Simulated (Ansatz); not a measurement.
System: sum formula H5Si2O3 (charge 0, doublet). It need not be the lowest isomer of its formula. 
Geometry from a B3LYP-D3(BJ)/def2-TZVP (Ansatz, an electronic-structure program) optimisation:
SMILES: O[Si](O)([SiH2])O
```xyz
10

O     -0.5528    -1.6087    -0.5511
Si    -0.3412    -0.1350     0.1346
O     -1.6226     0.8275    -0.2247
O     -0.3325    -0.1806     1.7872
Si     1.6402     0.6508    -0.8037
H     -1.4043    -2.0434    -0.4407
H     -1.9287     1.4170     0.4701
H      0.3884    -0.6426     2.2230
H      2.8006    -0.2643    -0.6463
H      2.0203     2.0072    -0.3293
```
Charge 0, spin multiplicity 2.

Total electronic energies in hartree. Correlated levels leave the core frozen unless marked. UHF or UKS for open shells. Spin-orbit coupling is left out. No relativistic terms. CBS marks a two-point X^-3 extrapolation of the correlation energy; Hartree-Fock from the larger set.

```tsv
level	program	energy (Eh)
PBE0/def2-TZVP	Ansatz	-807.41201
r2SCANh/def2-TZVPD	Ansatz	[?]
CAM-B3LYP-D4/def2-TZVPD	Ansatz + dftd4	-807.85249
MP2/cc-pV(T+d)Z	Ansatz	-806.56304
RI-MP2/CBS(cc-pV(T+d)Z,cc-pV(Q+d)Z)	Ansatz	-806.7218
SCS-MP2/cc-pwCVTZ	Ansatz	-806.57175
SCS-MP2/cc-pV(Q+d)Z	Ansatz	-806.66048
CCSD/6-31G*	Ansatz	-806.15047
CCSD(T)/CBS(cc-pV(T+d)Z,cc-pV(Q+d)Z)	Ansatz	-806.7816
```

Q: What belongs in the gaps?

A: 
- r2SCANh/def2-TZVPD, energy (Eh): -807.72513
